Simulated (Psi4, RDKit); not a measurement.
Conformational energy of SMILES F[Si](F)(F)/C=C\Cl (C₂H₂ClF₃Si). Scanned: dihedral F1–Si2–C5–C6; all other coordinates were relaxed at B3LYP-D3(BJ)/def2-SVP. Heavy atoms are numbered in the order of the SMILES F[Si](F)(F)/C=C\Cl, hydrogens after them in the order of the atoms that carry them; the mirror image has the same energies with the sign of each dihedral reversed.

Levels: MMFF94 // B3LYP-D3(BJ)/def2-SVP (RDKit); PBE-D3(BJ)/def2-TZVP // B3LYP-D3(BJ)/def2-SVP (Psi4).

Energies relative to the lowest point of each profile, in kcal/mol:

```
φ / °  MMFF94
-----  ------
0        0.03
10       0.04
20       0.08
30       0.10
40       0.25
50       0.56
60       0.65
70       0.68
80       0.35
90       0.16
100      0.04
110      0.00
```

Predict the corresponding PBE-D3(BJ)/def2-TZVP column.

0: 0.84; 10: 0.80; 20: 0.67; 30: 0.51; 40: 0.27; 50: 0.08; 60: 0.00; 70: 0.06; 80: 0.22; 90: 0.46; 100: 0.65; 110: 0.80 (kcal/mol).

MMFF94 has few fitted parameters for silicon.
